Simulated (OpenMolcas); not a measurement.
**Cu3+: effect of the active space**

| Property | Result |
| --- | --- |
| Program | OpenMolcas 26.06 |
| Method | CASSCF or its RAS form |
| Basis | ANO-RCC-VTZP |
| Scalar Hamiltonian | DKH2, point nucleus |
| Spin-orbit coupling | RASSI with atomic mean-field integrals over the reference wave functions, term energies averaged over their components |

A. 8 electrons in 5 orbitals (3d); 2S+1 = 3 even, 10 roots; 2S+1 = 1 even, 15 roots; cost about 6 core-seconds
B. 8 electrons in 9 orbitals (RAS2 3d 4s; RAS3 4p, at most 2 electrons); 2S+1 = 3 even, 48 roots; 2S+1 = 5 even, 10 roots kept (CI in the orbitals of an earlier block); 2S+1 = 1 even, 43 roots kept (CI in the orbitals of an earlier block); 2S+1 = 3 odd, 9 roots (0 in the spin-orbit step); 2S+1 = 5 odd, 7 roots kept (CI in the orbitals of an earlier block, 0 in the spin-orbit step); cost roughly 9 core-minutes
C. 8 electrons in 10 orbitals (3d 4d); 2S+1 = 3 even, 10 roots; 2S+1 = 1 even, 15 roots; cost of the order of 60 core-seconds

Energies in cm-1 above 3d8 3F4, the measured ground level; measured values from Sugar and Musgrove, J. Phys. Chem. Ref. Data 19, 527 (1990).

```json
{"Level": "3d8 3F4", "A": "0.0", "B": "0.0", "C": "0.0", "Measured": "0.0"}
{"Level": "3d8 3F3", "A": "1820", "B": "1943", "C": "1807", "Measured": "1861"}
{"Level": "3d8 3F2", "A": "3051", "B": "3253", "C": "3025", "Measured": "3078"}
{"Level": "3d8 1D2", "A": "19656", "B": "20400", "C": "19343", "Measured": "16248"}
{"Level": "3d8 3P2", "A": "23821", "B": "24767", "C": "23041", "Measured": "19697"}
{"Level": "3d8 3P1", "A": "24267", "B": "25230", "C": "23402", "Measured": "20097"}
{"Level": "3d8 3P0", "A": "24616", "B": "25599", "C": "23746", "Measured": "20423"}
{"Level": "3d8 1G4", "A": "30468", "B": "31850", "C": "29783", "Measured": "26913"}
{"Level": "3d8 1S0", "A": "73244", "B": "75848", "C": "70934", "Measured": "61456"}
```

Deviations, from unrounded energies. A percentage is the sum of absolute deviations over the sum of measured energies, with the sign that they share, or ± where signs differ.

```json
{"Against measurement": "mean absolute deviation (cm-1)", "Levels": "8", "A": "3900", "B": "4900", "C": "3200"}
{"Against measurement": "fine structure of the ground term (%)", "Levels": "2", "A": "-1.4", "B": "+5.2", "C": "-2.2"}
{"Against measurement": "other terms of the ground configuration (%)", "Levels": "6", "A": "+19.0", "B": "+23.6", "C": "+15.4"}
```

C lies closest to measurement on these levels and B furthest from it. The largest miss of C in the table is 3d8 1S0, by +9500 cm-1. The ranking rests on the paired levels alone, and a cruder setting can come out closer through cancelling errors.

Among A to C the level of the table that moves most is 3d8 1S0, by 4900 cm-1 (lowest in C, highest in B).

Without dynamic correlation excited terms often stand tens of per cent too high (terms of higher spin than the ground term too low), and those without a measured partner can miss by more than the paired ones. Some high roots are left out of the spin-orbit mixing, which shifts the levels that they would mix with (holds for B). Terms from blocks run as CI alone lack orbitals of their own (holds for B). Active for correlation alone: 4d; no level in the range computed is led by a configuration that fills it, so any true level of that kind is missing (holds for C). Computed and measured levels are paired by configuration, term and J; levels that our copy of the source lacks, or whose pairing is in doubt (as where it misses far off the trend of its configuration), stay unpaired and out of the deviations. Only configurations of the active space appear. Levels that lie high or do not pair safely by name in every column are left out.
